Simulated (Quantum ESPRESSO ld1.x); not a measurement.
Results of a calculation; reference values are marked as such.
Task: Species: the zinc ion Zn+. Configuration: [Ar] 3d8 4p3 (not the ground configuration). Level of theory: Dirac Kohn-Sham, revPBE, spin-unpolarised, spherical densities, point nucleus; open shells are shared between the two j in proportion to 2j + 1 (ld1.x of Quantum ESPRESSO 7.5). Some entries of the table are withheld. Estimate them.

orbital  occ.  eigenvalue (hartree)  r(max) (bohr)
1s1/2       2              -351.147        0.03290
2s1/2       2              -43.7627            (1)
2p1/2       2                   (2)         0.1503
2p3/2       4                   (3)         0.1531
3s1/2       2              -5.86849         0.5857
3p1/2       2              -4.24597            (4)
3p3/2       4              -4.12926            (5)
3d3/2     3.2              -1.42384         0.5501
3d5/2     4.8              -1.40839         0.5527
4p1/2       1              -0.45754          2.139
4p3/2       2              -0.44952          2.167

Result: 
(1) 2s1/2 r(max) (bohr): 0.1893
(2) 2p1/2 eigenvalue (hartree): -38.6688
(3) 2p3/2 eigenvalue (hartree): -37.7922
(4) 3p1/2 r(max) (bohr): 0.5833
(5) 3p3/2 r(max) (bohr): 0.5912
